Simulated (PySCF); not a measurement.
Trifluorosilane, F3HSi.
Z-matrix (Å and degrees, PBE0-D3(BJ)/def2-TZVP geometry), rows numbered from 1:
```
F 
Si  1  1.5726
F   2  1.5725  1  108.06
F   2  1.5729  1  108.31  3   117.07
H   2  1.4612  1  110.77  3  -121.41
```

All values: wB97X-D/pcSseg-2 (PySCF, non-relativistic), on one gas-phase PBE0-D3(BJ)/def2-TZVP geometry that isn't relaxed in the solvent. The solvent is an IEF-PCM continuum (Bondi radii, 1.10 Å for H, scaled by 1.2). Only the electrostatic response of the medium enters.

Gas phase at wB97X-D/pcSseg-2: HOMO -13.24 eV, LUMO 2.66 eV, dipole 1.41 D.

What does the continuum do to the energy, the frontier levels and the dipole at wB97X-D/pcSseg-2 in chloroform?

```json
{"solvent": "chloroform", "ε": "4.711", "E(solvent) − E(gas) (kcal/mol)": "-1.53", "polarisation term (kcal/mol)": "-1.64", "distortion of the solute (kcal/mol)": "0.11", "HOMO (eV)": "-13.02", "LUMO (eV)": "2.83", "dipole (D)": "1.59"}
```

The polarisation term is half the interaction of the solute with the surface charges that it induces; the rest is the cost of distorting the solute's density. The sum is the electrostatic part of solvation alone.

Which radius a makes the point-dipole formula ΔE = −[(ε − 1)/(2ε + 1)]·μ²/a³ give the value in chloroform, with the gas-phase dipole?

μ = 0.553 au and |ΔE| = 0.00243 Eh give a = 1.88 Å; the farthest nucleus lies 1.56 Å from the centroid of the nuclei. The formula assumes a rigid point dipole at the centre of a sphere.

The pairwise dispersion term of wB97X-D wasn't added to the energies; at a given geometry it leaves orbitals and properties as they are.
